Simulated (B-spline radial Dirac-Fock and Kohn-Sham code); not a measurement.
## What relativity does to the binding energies of Cd³³⁺

System: the Cd³³⁺ ion, 1s2 2s2 2p6 3s2 3p3.

Both columns are ΔSCF binding energies of the configuration average from a B-spline atomic structure program: non-relativistic Hartree-Fock with a point nucleus, and Dirac-Fock with a finite nucleus and the Coulomb interaction alone, averaged over the two j levels with weights 2j+1.

| shell | Hartree-Fock (eV) | Dirac-Fock (eV) | shift (eV) | shift (%) |
| --- | --- | --- | --- | --- |
| 1s | 27779.0 | 28662.4 | +883.38 | +3.18 |
| 2s | 5585.0 | 5813.9 | +228.91 | +4.10 |
| 3s | 2148.9 | 2214.2 | +65.29 | +3.04 |
| 3p | 2062.7 | 2089.4 | +26.72 | +1.30 |

Relativity binds 1s, 2s, 3s, 3p more strongly, among those listed most of all 2s in relative terms.

Values without a named source are computed, but for edge energies of neutral atoms, which are taken from tables.
